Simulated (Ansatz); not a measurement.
The molecule CrCl, multiplicity 6 (the spin of the measured ground state). No spin–orbit coupling. Cr is treated without relativity. The T1 diagnostic near the minimum is 0.131, so single-reference values are doubtful.

D_e counts from the fitted minimum to each atom's lowest state at the same level, without counterpoise.

Correlated levels freeze the inner cores; with def2 sets outer-core shells near the valence are correlated too.

Run with Ansatz (an electronic-structure program). Values without a source in brackets are computed.

```
level               bond energy D_e (kcal/mol)
------------------  --------------------------
SVWN5/def2-TZVPP                        103.06
r2SCAN/def2-TZVPP                        89.15
B97M-V/def2-TZVPP                        86.08
B3LYP/def2-TZVPP                         87.25
BHLYP/def2-TZVPP                         84.76
wB97X-V/def2-TZVPP                       93.36
wB97M-V/def2-TZVPP                       91.40
CCSD/def2-TZVPP                     (withheld)
CCSD(T)/def2-TZVPP                       83.71
```

**Question.** Complete the blanks.

**Answer.** 
- CCSD/def2-TZVPP, bond energy D_e (kcal/mol): 81.85

Doubts at one or more of the structures used: T1 above 0.05 (CCSD/def2-TZVPP, CCSD(T)/def2-TZVPP).
